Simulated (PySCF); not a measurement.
PySCF 2.14 output of an unrestricted CAM-B3LYP calculation on a single atom or ion in x2c-TZVPPall with one added diffuse shell each of s, p, d, f type (9s7p7d3f1g, 95 functions), with scalar relativity by spin-free X2C-1e:

```
SCF conv_tol = 1e-09
number electrons alpha = 22  beta = 18
    T. Yanai, D. P. Tew, and N. C. Handy.,  Chem. Phys. Lett. 393, 51 (2004)
cycle= 1 E= -3598.35777335033  delta_E= -0.01  |g|= 0.0497  |ddm|= 0.292
cycle= 2 E= -3598.35821942727  delta_E= -0.000446  |g|= 0.0166  |ddm|= 0.0566
cycle= 3 E= -3598.35830634111  delta_E= -8.69e-05  |g|= 0.00321  |ddm|= 0.0211
cycle= 4 E= -3598.3583760413  delta_E= -6.97e-05  |g|= 0.00243  |ddm|= 0.0179
cycle= 5 E= -3598.35842290325  delta_E= -4.69e-05  |g|= 0.00192  |ddm|= 0.0118
cycle= 6 E= -3598.35850910319  delta_E= -8.62e-05  |g|= 0.00105  |ddm|= 0.0329
cycle= 7 E= -3598.35853072452  delta_E= -2.16e-05  |g|= 0.000594  |ddm|= 0.0175
cycle= 8 E= -3598.35853612396  delta_E= -5.4e-06  |g|= 0.000373  |ddm|= 0.00575
cycle= 9 E= -3598.35853901568  delta_E= -2.89e-06  |g|= 7.07e-05  |ddm|= 0.00659
cycle= 10 E= -3598.3585390879  delta_E= -7.22e-08  |g|= 1.13e-05  |ddm|= 0.00118
cycle= 11 E= -3598.35853908852  delta_E= -6.21e-10  |g|= 2.22e-06  |ddm|= 0.000135
converged SCF energy = -3598.35853908852  <S^2> = 6.0010733  2S+1 = 5.0004293
```

The run itself started from symmetry-adapted Hartree-Fock orbitals and held the occupation by maximum overlap, on a logarithmic radial grid, so the iterations belong to that start.

Task: Which element, charge and spin multiplicity is this?

Result: Zr (zirconium, neutral), multiplicity 5; the state was [Kr] 4d2 5s1 5p1, one real determinant (an excited configuration).

⟨L²⟩ = 13.93 against 20 for a pure G term, so this real determinant mixes terms.
